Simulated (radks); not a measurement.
The numbers below are computed, except where a source is named.
All-electron atom: La XXXIX in [Ar] 3d1. Level of theory: non-relativistic Kohn-Sham, LDA (Slater exchange, Perdew-Wang correlation), spin-unpolarised, spherical densities, point nucleus; relativity is left out, which matters for an element this heavy (a radial shooting solver on a logarithmic mesh with Libxc functionals). Some entries of the table are withheld. Estimate them.

| orbital | occ. | eigenvalue (eV) | <1/r> (bohr^-1) | <r^2> (bohr^2) |
|---|---|---|---|---|
| 1s | 2 | (1) | (2) | 0.0009507 |
| 2s | 2 | -7721.738 | 13.14 | 0.01500 |
| 2p | 6 | -7428.993 | 13.13 | (3) |
| 3s | 2 | -2907.149 | 5.305 | 0.08665 |
| 3p | 6 | -2794.275 | 5.259 | 0.07973 |
| 3d | 1 | -2610.766 | 5.153 | 0.06077 |
| 4s | 0 | -1502.013 | 2.796 | 0.3061 |
| 4p | 0 | (4) | 2.765 | 0.2994 |

Answer. 
(1) 1s eigenvalue (eV): -38960.30
(2) 1s <1/r> (bohr^-1): 56.42
(3) 2p <r^2> (bohr^2): 0.01119
(4) 4p eigenvalue (eV): -1453.571
